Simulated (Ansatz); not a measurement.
A nudged elastic band was laid between two geometries of H6NPSSi (10 atoms, charge 0, multiplicity 1).

Computed with RKS PBE/def2-mTZVP (Ansatz 0.2.0).

```yaml
movable_images: 5
climbing_image: yes
spring: 5.0 eV/Å²
optimiser: quadratic models (default)
start_path: through a guess of the saddle point
force_threshold: 0.05 eV/Å
iteration_limit: 60
end_points: relaxed
```

First end point:

```xyz
10
Properties=species:S:1:pos:R:3
N -0.203 2.071 -0.903
P 0.480 0.538 -1.262
S 1.268 -0.341 0.611
Si -0.310 -1.773 0.951
H -1.193 2.042 -0.660
H 0.300 2.712 -0.285
H 1.775 1.036 -1.617
H -0.345 -2.834 -0.103
H -0.036 -2.396 2.282
H -1.652 -1.106 0.988
```

Last end point:

```xyz
10
Properties=species:S:1:pos:R:3
N 0.551 1.444 -1.067
P -1.282 1.217 -0.341
S -0.582 0.522 1.567
Si -0.374 -1.550 0.978
H 1.108 2.068 -0.471
H 1.050 0.547 -1.139
H 0.496 1.858 -2.007
H 0.562 -1.639 -0.197
H 0.243 -2.368 2.083
H -1.688 -2.149 0.596
```

(1) What changes between the two ends?

(2) What energy profile does the band end with?

(3) What is the geometry of the highest image?

The band took 25 iterations and of the order of 8 core-minutes.

## Answers

(1) Bonds broken: P2–H7. Bonds formed: N1–H7.

(2) The forces met the threshold. The highest image is number 4 of 0 to 6, 2.32 eV above the first end and 1.22 eV above the last; the last end lies 1.10 eV above the first. Beside the main top the profile has a ripple of under 15 meV (maxima at images 2, 4), which may be a very shallow well or noise. Neighbouring images differ by up to 2.2 eV, so the band resolves the path poorly. A vibrational analysis at the climbing image gives one clearly imaginary mode, 1476i cm⁻¹: a first-order saddle point. The orbitals stay closed-shell, which can raise the energy where a bond breaks towards radicals; this wasn't checked here.

| image | path coordinate (Å) | energy (eV) | P2–H7 (Å) | N1–H7 (Å) |
| --- | --- | --- | --- | --- |
| 0 | 0.00 | 0.00 | 1.43 | 2.34 |
| 1 | 1.81 | 0.06 | 1.43 | 2.32 |
| 2 | 3.62 | 0.14 | 1.44 | 2.34 |
| 3 | 5.43 | 0.13 | 1.44 | 2.35 |
| 4 | 7.24 | 2.32 | 1.61 | 1.33 |
| 5 | 8.61 | 1.14 | 2.57 | 1.03 |
| 6 | 9.99 | 1.10 | 2.52 | 1.03 |

(3) 
```xyz
10
Properties=species:S:1:pos:R:3:forces:R:3
N 0.611 1.667 -1.046 0.01 0.00 0.01
P -1.180 1.296 -0.285 0.00 0.00 0.00
S -0.600 0.350 1.551 0.00 0.00 0.00
Si -0.221 -1.671 0.855 0.00 0.00 0.00
H 0.688 2.601 -1.459 0.00 0.00 0.00
H 1.344 1.480 -0.358 0.00 0.00 0.00
H -0.183 0.653 -1.380 -0.01 0.00 0.00
H 0.878 -1.679 -0.162 0.00 0.00 0.00
H 0.197 -2.487 2.041 0.00 0.00 0.00
H -1.451 -2.262 0.247 0.00 0.00 0.00
```

The run took 3.9 min on 2 threads of Arm Neoverse V1, on a shared host, peak memory 0.15 GiB.
